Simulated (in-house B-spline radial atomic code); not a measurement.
Configurations of Au VI (Au5+), with energies counted from [Xe] 4f14 5d6. Level of theory: Dirac-Hartree-Fock, average of configuration, Fermi nucleus of rms radius 5.4371 fm; calculated with an all-electron radial atomic-structure program (B-spline basis). Energies include first-order Breit, QED and recoil terms.

Occupations are held fixed; configurations that lie above the ionisation limit could autoionise.

```tsv
configuration	E - E(ref) (eV)	highest orbital	its <r> (bohr)
[Xe] 4f14 5d5 5f1	43.235	5f7/2	2.528
[Xe] 4f14 5d5 7p1	49.062	7p3/2	4.407
[Kr] 4d10 4f14 5s2 5p5 5d7	63.258	5d5/2	1.341
[Kr] 4d10 4f14 5s2 5p5 5d6 8s1	120.27	8s1/2	6.039
[Kr] 4d10 4f14 5s2 5p5 5d6 9s1	126.68	9s1/2	8.75
[Xe] 4f13 5d6 7g1	155.28	7g7/2	10.42
[Xe] 4f13 5d6 9g1	159.27	9g7/2	18.35
```

Order these further configurations by energy, lowest first.
A. [Kr] 4d10 4f14 5s2 5p5 5d6 8g1
B. [Kr] 4d10 4f14 5s2 5p5 5d6 9f1
C. [Xe] 4f14 5d5 5g1
D. [Kr] 4d10 4f14 5s2 5p5 5d6 6f1
E. [Xe] 4f13 5d6 9s1

C (57.097 eV), D (119.41 eV), B (132.68 eV), A (133.01 eV), E (151.26 eV).

How far above the reference does [Xe] 4f14 5d5 9g1 lie?

70.714 eV; its least bound orbital is 9g7/2 with <r> = 18.37 bohr.

How far above the reference does [Xe] 4f14 5d5 8s1 lie?

56.4 eV; its least bound orbital is 8s1/2 with <r> = 6.055 bohr.

How far above the reference does [Xe] 4f14 5d5 9f1 lie?

68.781 eV; its least bound orbital is 9f7/2 with <r> = 14.25 bohr.
